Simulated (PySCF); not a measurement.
A run for PySCF: R-BP86/LANL2DZ on H4O2Zr (SMILES [OH][ZrH2][OH]), 2S+1 = 1, a spin state set in the input, which need not be the lowest.

```python
from pyscf import gto, scf, dft, mp
from pyscf.data.elements import chemcore

mol = gto.M(
    atom='''
    Zr   -0.43029112   -0.14131282   -0.18003973
    O     0.85596856    0.69720490   -1.32839512
    H     1.63925683    1.11693613   -1.68093047
    O     0.06946034   -0.42165626    1.64971692
    H     0.54055970   -0.44652959    2.48124940
    H    -0.81980590   -1.81555554   -0.91173744
    H    -1.95695634    0.93530964   -0.17895180
    ''',
    basis='lanl2dz',
    ecp={'Zr': 'lanl2dz'},
    charge=0, spin=0, verbose=3, max_memory=1800)
mf = dft.RKS(mol, xc='b88,p86')
mf.conv_tol = 1e-8
mf.max_cycle = 100
mf.kernel()
if not mf.converged:
    mf = mf.newton().run(mf.mo_coeff, mf.mo_occ)
```

Program output:

```
converged SCF energy = -199.580699821587
```

Self-consistency was reached.

Cost: about 1.0 core-seconds (a rough figure).
